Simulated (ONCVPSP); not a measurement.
# Transferability test, ONCV potential for Ga (Z = 31)

| Item | Value |
| --- | --- |
| Element | gallium (Ga) |
| Generator | ONCVPSP 4.0.1 |
| Type | optimised norm-conserving Vanderbilt (ONCV) |
| Functional | PBEsol |
| Relativity | scalar-relativistic |
| Frozen core | [Ar] 3d10 |
| Valence charge | 3 |
| Reference configuration | 4s2 (charge +1) |
| Partial waves | 4s: rc 2.05 bohr, ncon 3, nbas 7, qcut 3.2 1/bohr, 2 projectors, debl 2.5 Ha; p scattering state at 0.31 Ha: rc 1.60 bohr, ncon 3, nbas 7, qcut 4.9 1/bohr, 2 projectors, debl 3.9 Ha; d scattering state at 0.23 Ha: rc 1.85 bohr, ncon 4, nbas 7, qcut 5.9 1/bohr, 2 projectors, debl 1.5 Ha |
| Local potential | polynomial inside 1.15 bohr (lpopt 5, dvloc0 -1 Ha) |
| Core correction | Teter function, fcfact 3.5, rcfact 1.38 |

In the p channel the program set the typed energies aside and used 0.050, 3.950 Ha.

Energies are relative to the spin-unpolarised reference configuration 4s2; without spin polarisation the order of configurations can differ from experiment.

| valence configuration | charge | ΔE all-electron (eV) | error AE − PS (meV) |
| --- | --- | --- | --- |
| 4s2 4p1 | 0 | -5.680 | -1.4 |
| 4s0 4p3 | 0 | 7.711 | -28 |

What are ΔE and the potential's error for 4s1?

ΔE = 21.136 eV all-electron; the error (AE − PS) is -121 meV.

What are ΔE and the potential's error for 4s2 4p0.5?

ΔE = -3.653 eV all-electron; the error (AE − PS) is 0.0 meV.

Levels in the configuration 4s1:

```csv
level,all-electron (eV),pseudo (eV)
4s,-26.033,-26.301
```

Note: ghosts flagged at negative energy: d at -16.6 eV; GHOST(+) flagged for s at 30.4 eV, p at 161.9 eV. A true bound ghost makes a file unfit for plane-wave use.
